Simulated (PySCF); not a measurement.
## A small calculation by hand: oscillator strength and radiative lifetime

CH7ClOSi2, SMILES O[Si@@H](Cl)[SiH2]C.

The structure is a stationary point at ωB97X-D3(BJ)/def2-SVP. The structure was generated by enumeration; whether it is a known compound was not checked. One conformer was computed; it need not be the lowest.

TDA-B3LYP/def2-SVPD run with PySCF puts the first singlet state with f over 0.02 at 6.43 eV (vertical), with the transition dipole (-0.306, -0.127, 0.179) in atomic units.

Question: Find the oscillator strength, the wavelength and the radiative lifetime that this transition would have in vacuum if emission retraced absorption.

Answer: 
|μ|² = 0.1418 au, so |μ| = 0.96 D. ΔE = 6.43/27.211 = 0.2363 hartree. f = (2/3) ΔE |μ|² = 0.022 (the program prints 0.022).
λ = 1239.84/6.43 = 193 nm; ν = 51861 cm⁻¹.
Einstein's coefficient A = 0.6670 ν² f s⁻¹ (ν in cm⁻¹) = 4.0e7 s⁻¹, so τ = 1/A = 25 ns. This state is S2; the lower singlet has f = 0.014. The figure is the radiative limit of this one transition; relaxation, internal conversion, crossing to triplets and a medium change what is measured.
